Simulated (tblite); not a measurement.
Input of a run (GFN2-xTB geometry optimisation, gas phase (tblite 0.8.0)), started from a force field or distance geometry:
```
{"job": {"kind": "relax", "xc": "GFN2-xTB", "basis": "xTB"}, "charge": 0, "multiplicity": 1}
C      3.776400    -0.965200     1.082900
O      2.912700     0.080900     1.495700
C      1.902100     0.174700     0.581400
P      0.347000     0.181800     1.215800
C     -1.151300     0.300300     0.152500
C     -2.378700     0.647500     0.679000
C     -3.469200     0.738000    -0.151800
N     -3.402500     0.501100    -1.467500
C     -2.219400     0.154500    -2.011100
C     -1.086100     0.055200    -1.207500
H      4.619000    -1.113400     1.775100
H      4.179200    -0.698800     0.074600
H      3.190200    -1.917400     1.070500
H      2.082900     0.254100    -0.488400
H     -2.523400     0.866900     1.736900
H     -4.467800     1.008500     0.247200
H     -2.171800    -0.033500    -3.086500
H     -0.147900    -0.228800    -1.710500
```

Output (eV, eV/Å):
```
step      E/eV     max force
  0    -775.01649    2.440
  1    -775.22142    1.546
  2    -775.35284    0.685
  3    -775.41666    0.553
  4    -775.45591    0.483
  5    -775.48856    0.523
  6    -775.51214    0.486
  7    -775.53378    0.435
  8    -775.55417    0.368
  9    -775.57069    0.295
 10    -775.58328    0.286
 11    -775.59459    0.305
 12    -775.60399    0.241
 13    -775.61118    0.251
 14    -775.61704    0.226
 15    -775.62211    0.166
 16    -775.62597    0.135
 17    -775.62879    0.146
 18    -775.63168    0.170
 19    -775.63613    0.204
 20    -775.64360    0.265
 21    -775.65508    0.290
 22    -775.66918    0.332
 23    -775.68299    0.332
 24    -775.69437    0.234
 25    -775.70190    0.228
 26    -775.70857    0.200
 27    -775.71549    0.258
 28    -775.72267    0.231
 29    -775.72959    0.214
 30    -775.73611    0.192
 31    -775.74279    0.211
 32    -775.74975    0.220
 33    -775.75428    0.308
 34    -775.75721    0.226
 35    -775.76110    0.166
 36    -775.76320    0.150
 37    -775.76615    0.129
 38    -775.76840    0.106
 39    -775.76999    0.083
 40    -775.77074    0.075
 41    -775.77153    0.063
 42    -775.77243    0.069
 43    -775.77353    0.077
 44    -775.77452    0.080
 45    -775.77540    0.084
 46    -775.77629    0.075
 47    -775.77717    0.069
 48    -775.77782    0.061
 49    -775.77823    0.040
 50    -775.77853    0.037
 51    -775.77877    0.033
 52    -775.77895    0.037
 53    -775.77906    0.030
 54    -775.77918    0.030
 55    -775.77935    0.043
 56    -775.77960    0.043
 57    -775.77991    0.052
 58    -775.78024    0.060
 59    -775.78071    0.061
 60    -775.78158    0.088
 61    -775.78309    0.125
 62    -775.78527    0.145
 63    -775.78790    0.141
 64    -775.79063    0.137
 65    -775.79298    0.131
 66    -775.79513    0.127
 67    -775.79550    0.250
 68    -775.79749    0.112
 69    -775.79837    0.062
 70    -775.79987    0.105
 71    -775.80135    0.095
 72    -775.80388    0.099
 73    -775.80548    0.099
 74    -775.80653    0.087
 75    -775.80786    0.081
 76    -775.80970    0.067
 77    -775.81148    0.081
 78    -775.81229    0.087
 79    -775.81331    0.104
 80    -775.81441    0.111
 81    -775.81619    0.088
 82    -775.81728    0.070
 83    -775.81791    0.088
 84    -775.81859    0.089
 85    -775.81966    0.075
 86    -775.82047    0.079
 87    -775.82102    0.052
 88    -775.82148    0.044
 89    -775.82190    0.037
 90    -775.82225    0.036
 91    -775.82246    0.040
 92    -775.82259    0.034
 93    -775.82270    0.030
 94    -775.82281    0.025
 95    -775.82289    0.024
 96    -775.82294    0.019
 97    -775.82299    0.014
 98    -775.82304    0.013
 99    -775.82308    0.010
100    -775.82310    0.011
101    -775.82311    0.011
102    -775.82313    0.010
103    -775.82315    0.011
104    -775.82318    0.013
105    -775.82322    0.017
106    -775.82327    0.019
107    -775.82335    0.021
108    -775.82350    0.033
109    -775.82374    0.043
110    -775.82407    0.045
111    -775.82445    0.043
112    -775.82480    0.037
113    -775.82511    0.043
114    -775.82541    0.051
115    -775.82533    0.112
116    -775.82585    0.041
117    -775.82602    0.032
118    -775.82639    0.037
119    -775.82647    0.035
120    -775.82660    0.022
121    -775.82668    0.020
122    -775.82674    0.020
123    -775.82681    0.018
124    -775.82687    0.021
125    -775.82693    0.024
126    -775.82701    0.023
127    -775.82709    0.015
128    -775.82714    0.016
129    -775.82717    0.015
130    -775.82723    0.018
131    -775.82728    0.028
132    -775.82736    0.024
133    -775.82743    0.025
134    -775.82757    0.029
135    -775.82763    0.036
136    -775.82777    0.017
137    -775.82787    0.055
138    -775.82799    0.026
139    -775.82808    0.022
140    -775.82818    0.017
141    -775.82828    0.022
142    -775.82839    0.018
143    -775.82845    0.014
144    -775.82852    0.015
145    -775.82855    0.014
146    -775.82859    0.010
147    -775.82861    0.008
```

Task: Summarise the run.

Result: The energy falls by 18.7 kcal/mol over 147 L-BFGS steps, the largest force on an atom goes from 2.44 to 0.008 eV/Å, and the atoms move by 0.592 Å rms after alignment. Among the bonds, N8–C9 and C7–H16 change most and about equally (-0.026 to -0.025 Å). Bonds longer at the end by more than 0.005 Å: 4 of 18; shorter: 13. Among the angles that change most is C3–P4–C5, from 122.4° to 97.8°. Among the dihedrals that turn most is C3–P4–C5–C10, from 16° to -45°. The energy rose by more than 1e-5 eV at step 115. The first step brought 25 % of the lowering.

Task: What are the final bond lengths?

Result: C1–O2 1.408 Å, O2–C3 1.349 Å, C3=P4 1.685 Å, P4–C5 1.831 Å, C5–C6 1.393 Å, C6–C7 1.385 Å, C7–N8 1.322 Å, N8–C9 1.322 Å, C9–C10 1.385 Å, C5–C10 1.393 Å, C1–H11 1.088 Å, C1–H12 1.095 Å, C1–H13 1.095 Å, C3–H14 1.088 Å, C6–H15 1.080 Å, C7–H16 1.083 Å, C9–H17 1.083 Å, C10–H18 1.080 Å. Numbering counts from 1 in the input's order; the species is `CO/C=P/c1ccncc1`.

Hardware: an Arm Neoverse V1 with one thread, no GPU (shared host). Cost: 1.2 s of wall time.

Its GFN2-xTB frequencies are all real (lowest 42 cm⁻¹). One conformer, not necessarily the lowest.

All values are computed, not measured.
